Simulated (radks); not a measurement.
The copper ion Cu+, 28 electrons, occupied as [Ar] 3d10 (the NIST ground configuration).

All-electron calculation, non-relativistic Kohn-Sham, SCAN, spin-polarised, spherical densities, point nucleus; meta-GGA in the generalised Kohn-Sham scheme. Program: a radial shooting solver on a logarithmic mesh with Libxc functionals.

Energy parts (Ry):
total: -3280.74986
kinetic: 3278.41244
electron-nucleus: -7836.77915
Hartree: 1412.02310
exchange-correlation: -134.40625

Orbitals (lengths in bohr, moments of r in powers of bohr):
orbital  occ.  eigenvalue (Ry)  <1/r>       <r^4>
1s          2        -645.4657  28.50  0.00003594
2s          2        -77.82667  6.210    0.007776
2p          6        -68.16034  6.157    0.005643
3s          2         -9.07769  1.957      0.5941
3p          6         -6.02813  1.822      0.8099
3d         10         -1.01217  1.391       5.925

The highest occupied level is 3d at -13.771 eV. The electron density at the nucleus is 1.662e+04 e/bohr^3. For comparison, the ionisation energy in NIST's Atomic Spectra Database is 20.292 eV (measured). In exact Kohn-Sham theory the highest level is minus the ionisation energy, but local and semilocal functionals leave it too shallow, through self-interaction and a potential that decays too fast; potentials with the right tail come closer. Summed over all electrons, <r^2> = 19.50 bohr^2, which gives a Langevin (diamagnetic) susceptibility term of -15.4 x 10^-6 cm^3/mol.
